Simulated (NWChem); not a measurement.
Molecule: tin monoxide (SnO, singlet); SMILES [O]=[Sn]

Results from NWChem. Low-valent species are run as closed-shell singlets; no triplet was tried in these runs. Geometry: optimised at PBE0-D3(BJ)/def2-TZVP. def2 effective core potentials on Sn; no spin-orbit coupling.

Task: Among these, which level gives the lowest value of “dipole (D)”?
A. PBE/def2-SVP
B. PBE/def2-TZVPD
C. PBE/def2-SVPD
D. PBE/def2-QZVP

Result: A, PBE/def2-SVP. Values: PBE/def2-SVP 3.34; PBE/def2-QZVP 3.88; PBE/def2-TZVPD 3.94; PBE/def2-SVPD 4.03
